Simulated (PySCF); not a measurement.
Compound: C6H16N2.
Atom-mapped SMILES: `[CH3:1][NH:2][N:3]([CH3:4])[C:5]([CH3:6])([CH3:7])[CH3:8]`

Cartesian coordinates in Å at the PBE0-D3(BJ)/def2-SVP level; atoms count from 1:
```
atom  x, y, z in Å
C1     2.584    0.842    0.353
N2     1.417    0.060    0.675
N3     0.508   -0.035   -0.381
C4     0.810   -1.137   -1.261
C5    -0.889    0.094    0.085
C6    -1.258   -1.002    1.092
C7    -1.829    0.033   -1.119
C8    -1.027    1.467    0.742
H9     3.271    0.830    1.213
H10    3.146    0.489   -0.537
H11    2.288    1.885    0.167
H12    1.679   -0.864    1.026
H13    0.679   -2.138   -0.790
H14    0.194   -1.107   -2.170
H15    1.860   -1.057   -1.584
H16   -0.613   -0.938    1.981
H17   -1.153   -2.007    0.654
H18   -2.302   -0.895    1.424
H19   -2.845    0.316   -0.809
H20   -1.891   -0.974   -1.556
H21   -1.499    0.735   -1.900
H22   -0.315    1.562    1.573
H23   -0.814    2.261    0.010
H24   -2.048    1.610    1.128
```

Computed with delta-SCF UKS SCAN, pcX-2 on the ionised atom, pcseg-1 elsewhere, spin-free X2C (PySCF). Binding energies are ΔSCF values: E(core-ionised, relaxed orbitals) − E(ground state) at a fixed geometry, referred to the vacuum level.

Some binding energies are withheld.

```json
{"atom(s)": "C1", "bonded to": "N and 3 H", "level": "C 1s", "binding energy (eV)": "291.15"}
{"atom(s)": "C4", "bonded to": "N and 3 H", "level": "C 1s", "binding energy (eV)": "291.08"}
{"atom(s)": "C5", "bonded to": "N and 3 C", "level": "C 1s", "binding energy (eV)": "?"}
{"atom(s)": "C6/C7/C8", "bonded to": "C and 3 H", "level": "C 1s", "binding energy (eV)": "290.05"}
{"atom(s)": "N2", "bonded to": "N, C and H", "level": "N 1s", "binding energy (eV)": "?"}
{"atom(s)": "N3", "bonded to": "N and 2 C", "level": "N 1s", "binding energy (eV)": "?"}
```

(1) Fill in N 1s for N3.

(2) Fill in N 1s for N2 (atom 2).

(3) Fill in C 1s for C5.

## Answers

(1) 404.83 eV (hydrazine nitrogen).

(2) 405.09 eV (hydrazine nitrogen).

(3) 290.95 eV (sp3 carbon bound to nitrogen). The nearest listed C 1s value is that of C4; the shift against it is -0.13 eV.

The listed C 1s values span 1.10 eV, from C6/C7/C8 (bonded to C and 3 H) to C1 (bonded to N and 3 H). The widest gap between neighbouring values is 0.90 eV, between 290.05 and 290.95 eV.

Q: Which photon energy gives electrons from C 1s of C5 a kinetic energy of 100 eV, and what is their de Broglie wavelength?

A: hν = 290.95 + 100 = 390.95 eV, recoil neglected; λ = 12.264 Å/√(E/eV) = 1.23 Å.

One atom of each set of topologically equivalent atoms was ionised and stands for the set; in this conformer not all members are related by symmetry, and their own values weren't computed. Isolated species at its PBE0-D3(BJ)/def2-SVP geometry (one conformer only).
